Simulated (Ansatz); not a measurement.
Basis-set series for C4H11Al, SMILES `CC(C)[CH2][AlH2]`. Total charge 0; spin multiplicity 1. The geometry is a stationary point of PBE0-D4/def2-TZVP. It is one conformer, not always the lowest.

```
functional       basis  functions  energy (Eh)  HOMO (eV)  LUMO (eV)
   PBE0-D4    def2-SVP        129   -400.96286      -7.52      -1.23
   PBE0-D4  def2-TZVPP        320   -401.21827      -7.52      -1.26
   ωB97M-V    def2-SVP        129   -401.13702      -9.72       0.44
   ωB97M-V  def2-TZVPP        320   -401.40471      -9.74       0.31
```

Q: Give the rows for def2-QZVPP. (An estimate is asked.)

A: The calculation gave: 
```
functional       basis  functions  energy (Eh)  HOMO (eV)  LUMO (eV)
   PBE0-D4  def2-QZVPP        628   -401.23511      -7.52      -1.30
   ωB97M-V  def2-QZVPP        628   -401.42125      -9.74       0.12
```

Positive LUMOs are unbound and depend on the basis.

Program: Ansatz 0.2.0.
